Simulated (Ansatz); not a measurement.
A CCSD(T) single point on H6In2S2, SMILES `[SH+]1[InH2-][SH+][InH2-]1`.

```yaml
crystal:
  periodic: [false, false, false]
  atoms:
    - {symbol: S, position_ang: [0.324946, 0.998988, -1.547110]}
    - {symbol: In, position_ang: [1.478364, -1.017340, -0.376431]}
    - {symbol: S, position_ang: [-0.165545, -0.898014, 1.635941]}
    - {symbol: In, position_ang: [-1.010963, 1.358291, 0.655783]}
    - {symbol: H, position_ang: [-0.626232, 0.261215, -2.142758]}
    - {symbol: H, position_ang: [2.945357, -0.384339, 0.227009]}
    - {symbol: H, position_ang: [1.049139, -2.409565, -1.272441]}
    - {symbol: H, position_ang: [-1.118762, -1.644109, 1.054074]}
    - {symbol: H, position_ang: [-2.660669, 1.130863, 0.265777]}
    - {symbol: H, position_ang: [-0.132336, 2.552808, 1.503158]}
basis:
  gaussian: {orbitals: def2-SVP}
correlation: {method: ccsd_t}
```

```sh
$ ansatz run in.yaml --threads 4 --pin off --events-out ev --progress --plain --max-ram 11315MiB
```

Log, shortened:

```
Functional definition: HF
1308 factors; integrals over basis functions are off by at most 5.5e-4 eV
mean field evaluation 1: about -32020.2815 eV, gradient 1.8e1 eV
mean field evaluation 2: about -32020.3095 eV, gradient 1.8e1 eV
mean field evaluation 4: about -32021.7681 eV, gradient 1.9e0 eV
mean field evaluation 8: about -32021.7878 eV, gradient 3.3e-4 eV
mean field -32021.78777843 eV, -1176.7789957099 hartree, gradient 5.8e-6 eV, S^2 0.000000; 0 other end points of the search recorded, 0 dependent functions left out
18 core orbitals not correlated: weight in the atoms' cores, before any rotation towards them, 1.000 or more for the frozen orbitals, at most 0.000 for the correlated occupied ones
reference -32021.78777843 eV, -1176.7789957099 hartree; 22, 22 occupied and 78, 78 virtual orbitals, 1308 factors
second order -12.68060389 eV of doubles, -0.00000000 eV of singles
cycle   1  -13.85069725 eV  change    -1.2e0 eV  update   9.7e-2
cycle   2  -14.35906337 eV  change   -5.1e-1 eV  update   3.1e-2
cycle   3  -14.41656629 eV  change   -5.8e-2 eV  update   1.0e-2
cycle   4  -14.41316840 eV  change    3.4e-3 eV  update   2.9e-3
cycle   5  -14.41210223 eV  change    1.1e-3 eV  update   9.0e-4
cycle   6  -14.41191595 eV  change    1.9e-4 eV  update   3.1e-4
cycle   7  -14.41192183 eV  change   -5.9e-6 eV  update   9.4e-5
cycle   8  -14.41195235 eV  change   -3.1e-5 eV  update   3.2e-5
perturbative correction -0.44316939 eV, -0.0162861748 hartree
Total energy: -32036.64290017 eV, -1177.3249113649 hartree
```

Hardware: 4 threads of an Arm Neoverse V2 on a shared host. Wall time 11 s, peak host memory 0.68 GiB.

Correlation energy per correlated electron: -0.338 eV. T1 diagnostic: 0.0098.
